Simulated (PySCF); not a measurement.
**Cl+: ionisation energy**

Cl+ [Ne] 3s2 3p4 (3P) → Cl(2+) [Ne] 3s2 3p3 (4S), as a difference of total energies. All numbers are calculated (PySCF 2.14, the non-relativistic Hamiltonian (point nucleus), in aug-cc-pV(D+d)Z (5s4p3d, 32 functions)). Correlated levels: valence: [Ne] frozen. The calculations carry no spin-orbit coupling.

```
           method  ionisation energy (eV)
              UHF                  22.535
    MP2 (valence)                  23.053
SCS-MP2 (valence)                  23.076
   CCSD (valence)                  23.074
CCSD(T) (valence)                  23.092
  CCSDT (valence)                  23.096
```

How much does correlation contribute at CCSD(T) (valence)?

23.092 − (22.535) = 0.557 eV, measured against UHF.

A first-order spin-orbit estimate (lowest level to lowest level, LS coupling) adds 0.040 eV.

Errors of the correlated levels include the incompleteness of this basis and the frozen core.

For comparison: 23.814 eV (measured; NIST Atomic Spectra Database, ionization energies).
